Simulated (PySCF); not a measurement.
**Ce(BH4)4: one run**

Ce(BH4)4 (singlet). PySCF 2.14.0, RKS revPBE, Ce lcecp-2-SVP with ECP46, B def2-SVP, H def2-SVP; non-relativistic Hamiltonian with scalar-relativistic core potentials where named; density fitting; no spin-orbit coupling. Purpose: level revPBE.

```python
mol = gto.M(atom='''
Ce     0.00000     0.00001    -0.05557
B      1.49002     1.37588     1.38491
H      2.21025     2.03609     2.08404
H      1.41663     0.17257     1.73789
H      1.85019     1.34343     0.18237
H      0.30235     1.78387     1.36150
B     -1.49001    -1.37586     1.38491
H     -2.21023    -2.03607     2.08405
H     -1.41662    -0.17255     1.73789
H     -1.85019    -1.34341     0.18237
H     -0.30235    -1.78386     1.36150
B      1.38090    -1.49556    -1.48876
H      2.04218    -2.22336    -2.17910
H      1.74211    -1.48342    -0.28624
H      0.16336    -1.80354    -1.46282
H      1.40906    -0.29415    -1.85360
B     -1.38087     1.49559    -1.48876
H     -2.04214     2.22340    -2.17911
H     -1.74208     1.48345    -0.28625
H     -0.16332     1.80355    -1.46282
H     -1.40904     0.29419    -1.85360''',
    basis={'Ce': 'lcecp-2-SVP', 'B': 'def2-SVP', 'H': 'def2-SVP'},
    ecp={'Ce': 'lcecp-2-SVP'},
    charge=0, spin=0)
mf = dft.RKS(mol, xc='PBE_R,PBE')
mf.grids.atom_grid = (75, 302)  # f atoms: unpruned, at least (60, 302)
mf = mf.density_fit()  # fitting sets: Ce AutoAux, B def2-universal-JKFIT, H def2-universal-JKFIT
mf.conv_tol = 1e-08; mf.max_cycle = 55
mf.kernel(dm0)  # dm0: converged density of the relaxed state
mf.nuc_grad_method().kernel()
```

Run from Python with OMP_NUM_THREADS=4; the lines above give its settings. Where DIIS fails, smearing, a level shift and second-order steps follow.
It took 13 s on 4 threads of Arm Neoverse V2, with other jobs on the host, from an already converged density.

Problem. What does the SCF print?

Solution. 
```
init E= -147.533415688276
cycle= 1 E= -147.53315926865  delta_E= 0.000256  |g|= 0.101  |ddm|= 0.413
cycle= 2 E= -147.521469511868  delta_E= 0.0117  |g|= 0.198  |ddm|= 0.798
cycle= 3 E= -147.537117125862  delta_E= -0.0156  |g|= 0.0126  |ddm|= 0.524
cycle= 4 E= -147.537172698656  delta_E= -5.56e-05  |g|= 0.00204  |ddm|= 0.0208
cycle= 5 E= -147.537174209243  delta_E= -1.51e-06  |g|= 0.000362  |ddm|= 0.00355
cycle= 6 E= -147.537174259503  delta_E= -5.03e-08  |g|= 5.49e-05  |ddm|= 0.000979
cycle= 7 E= -147.537174260756  delta_E= -1.25e-09  |g|= 1.06e-05  |ddm|= 0.000112
Extra cycle  E= -147.537174260663  delta_E= 9.27e-11  |g|= 1.89e-05  |ddm|= 5.09e-05
converged SCF energy = -147.537174260663
```

The large-core potential holds the 4f shell empty.

Problem. What are the Mulliken charges and spins?

Solution. 
```tsv
atom	charge (e)	spin (e)
Ce1	0.556	0.000
B2	-0.496	0.000
H3	0.028	0.000
H4	0.110	0.000
H5	0.109	0.000
H6	0.110	0.000
B7	-0.496	0.000
H8	0.028	0.000
H9	0.110	0.000
H10	0.109	0.000
H11	0.110	0.000
B12	-0.495	0.000
H13	0.029	0.000
H14	0.110	0.000
H15	0.108	0.000
H16	0.109	0.000
B17	-0.495	0.000
H18	0.029	0.000
H19	0.110	0.000
H20	0.108	0.000
H21	0.109	0.000
```

Problem. What forces act on the atoms (eV/Å)?

Solution. 
```
Ce   0.00  0.00 -0.02
B   -0.10 -0.09 -0.09
H    0.15  0.14  0.15
H    0.03 -0.16  0.10
H    0.09  0.02 -0.17
H   -0.16  0.09  0.03
B    0.10  0.09 -0.09
H   -0.15 -0.14  0.15
H   -0.03  0.16  0.10
H   -0.09 -0.02 -0.17
H    0.16 -0.09  0.03
B   -0.09  0.10  0.09
H    0.14 -0.15 -0.15
H    0.08 -0.03  0.17
H   -0.17 -0.09 -0.03
H    0.03  0.16 -0.08
B    0.09 -0.10  0.09
H   -0.14  0.15 -0.15
H   -0.08  0.03  0.17
H    0.17  0.09 -0.03
H   -0.03 -0.16 -0.08
```
Forces carry noise of the integration grid, about 0.01 to 0.03 eV/Å.

The geometry was relaxed with B3LYP (Ce lcecp-2-SVP with ECP46, B def2-SVP, H def2-SVP).
